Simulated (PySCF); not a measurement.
Vertical excitations of a molecule C₂H₉FOSi₂ from TDA-ωB97X/def2-SVPD (PySCF), as energy in eV (oscillator strength): 7.05 (0.049), 7.16 (0.017), 8.09 (0.004), 8.36 (0.021), 8.50 (0.136), 8.56 (0.073). Lowest triplet (TDA): 6.15 eV. The structure is a stationary point at B3LYP-D3(BJ)/def2-SVP. Other conformers were not sampled.

Q: Pick the molecule that these values belong to.
A) CO[Si@H](F)[SiH2]C
B) C[Si@H](O)[Si@H](C)F
C) C[C@@](O)([SiH3])[SiH2]F
D) CO[SiH2][SiH2]CF

A: A, CO[Si@H](F)[SiH2]C
